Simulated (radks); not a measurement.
These are the eigenvalues of the occupied orbitals of an atom or ion with whole-number occupations (eV). All-electron calculation, non-relativistic Kohn-Sham, LDA (Slater exchange, Perdew-Wang correlation), spin-polarised, spherical densities, point nucleus. Program: a radial shooting solver on a logarithmic mesh with Libxc functionals.

orbital  eigenvalue
1s        -9387.108
2s        -1130.123
2p        -997.2624
3s        -124.4340
3p         -82.2379
3d         -10.8514
4s          -6.0609

Which element is it, and in what charge state? The configuration may be excited. Open shells, if any, are filled with parallel spins first.

Answer. Z = 30, zinc, charge 0: Zn in [Ar] 3d10 4s2. The list shows which subshells hold electrons but not how many an open one holds; the 1s level, -344.97 hartree, gives Z - s = 26.3 by -(Z - s)^2/2, which with screening narrows Z to a few neighbours, and the depths of the outer levels then fix element, charge and occupations together.
